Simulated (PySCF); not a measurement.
# What a mistake does to a calculation on BCH6Si2 cation

These are calculations, not measurements. The program is PySCF 2.14.0, an open-source quantum chemistry code, run on an isolated molecule that a program drew, which may never have been made. The molecule is BCH6Si2 cation (charge +1, singlet), drawn as the SMILES string `[SiH2+]C=B[SiH3]`.

Each row is a Hartree-Fock (HF) and frozen-core CCSD(T) single point in the cc-pV(D+d)Z basis, meant for a local HF minimum. Run 1 is clean. Each other run has one planted mistake out of seven kinds, and not every kind appears here: one electron removed, one electron added, multiplicity raised by two, geometry at a saddle point, minimal basis STO-3G, one bond length entered in bohr, all coordinates scaled. The reference is restricted for singlets and unrestricted otherwise, and also for a bond in bohr. Adding or removing an electron swaps singlet and doublet. Electrons count all cores. HOMO and LUMO are orbital energies over both spins, the gradient is its largest component, and the lowest frequency (negative if imaginary) is given only where the gradient is small. Bond lengths are over the 9 bonds as drawn. T1 is the CCSD diagnostic: over 0.02 (restricted) or 0.045 (unrestricted) a single reference is doubtful.

Geometry of the clean run:
```xyz
10
BCH6Si2 cation, angstrom
Si    4.1095   -1.8010    1.9397
C     3.0206   -1.3667    0.6546
B     1.6213   -1.6304    0.7343
Si   -0.3831   -2.0306    0.9055
H     3.6143   -2.4555    3.1506
H     5.5431   -1.5319    1.8601
H     3.4215   -0.8800   -0.2343
H    -0.5213   -2.6109    2.2532
H    -0.7043   -2.9852   -0.1662
H    -1.0690   -0.7372    0.7640
```

```
run  electrons  basis functions  <S^2>  HOMO (eV)  LUMO (eV)  gradient (hartree/bohr)  lowest frequency (cm^-1)  mean bond (Å)  longest bond (Å)      T1  HF (hartree)  CCSD(T) (hartree)                          mistake
  1         44              104  0.000     -15.19      -4.43                  8.6e-06                        32         1.5162             2.051  0.0155    -643.61513         -644.06940                         no fault
  2         44              104  0.848     -12.05      -4.63                  9.7e-03                         -         1.7190             3.876  0.0745    -643.49362         -643.93811  one bond length entered in bohr
  3         44               34  0.000     -13.28      -1.36                  2.5e-02                         -         1.5162             2.051  0.0149    -636.23022         -636.46626             minimal basis STO-3G
  4         45              104  0.915      -6.23       1.65                  3.2e-02                         -         1.5162             2.051  0.0278    -643.81029         -644.28089                                ?
  5         44              104  2.021     -11.79      -6.39                  7.1e-02                         -         1.5162             2.051  0.0162    -643.51776         -643.94381                                ?
```

**Which mistake was planted in run 4, and what did it cost?**

It counts 45 electrons, one more than the clean run, at the same geometry and basis. So the mistake is: one electron added. Subtracting run 1 and multiplying by 627.51 kcal/mol a hartree, the energy moved by -122.5 kcal/mol in HF and -132.7 kcal/mol in CCSD(T).

**Which mistake was planted in run 5, and what did it cost?**

Electrons, basis and geometry are unchanged, and <S^2> is 2.021, beside S(S+1) = 2.00 for a multiplicity of 3. So the mistake is: multiplicity raised by two. Subtracting run 1 and multiplying by 627.51 kcal/mol a hartree, the energy moved by 61.1 kcal/mol in HF and 78.8 kcal/mol in CCSD(T).

Cautions from the logs. Run 2: T1 is over the limit, so its CCSD(T) energy is less reliable.
